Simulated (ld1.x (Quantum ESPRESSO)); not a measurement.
# Transferability test, ultrasoft potential for aluminium

ld1.x (Quantum ESPRESSO) 7.5 input, shortened:

```
&input
   title='Al', zed=13., rel=0, dft='PZ', iswitch=3,
   config='[Ne] 3s2 3p0'
 /
 &inputp
   pseudotype=3, tm=.true., lloc=-1, rcloc=1.35,
   nlcc=.false.,
   which_augfun='PSQ', rmatch_augfun_nc=.true.
 /
4
3S  1  0   2.00   0.00  1.90  2.25  0.0
3S  1  0   0.00   0.80  1.90  2.25  0.0
3P  2  1   0.00   0.00  1.25  1.70  0.0
3P  2  1   0.00   2.25  1.25  1.70  0.0
 &test
   configts(1)='3s2 3p0'
 /
```

Energies are relative to the spin-unpolarised reference configuration 3s2 3p0; without spin polarisation the order of configurations can differ from experiment. Spin-polarised rows fill each open shell by Hund’s rule, majority spin first.

```tsv
valence configuration	charge	ΔE all-electron (eV)	error AE − PS (meV)
3s2 3p1	0	-5.857	+14
3s1 3p0	+2	19.343	+56
3s2 3p0.5	+0.5	-3.727	+5.8
3s1 3p2	0	-0.734	+57
3s1 3p1	+1	5.780	+39
3s2 3p1.3	-0.3	-6.456	+18
3s2 3p1 (spin-polarised)	0	-5.992	+26
3s1 3p0 (spin-polarised)	+2	18.916	+189
```

(1) What are ΔE and the potential's error for 3s0 3p3?

Results:

(1) ΔE = 4.579 eV all-electron; the error (AE − PS) is +164 meV.
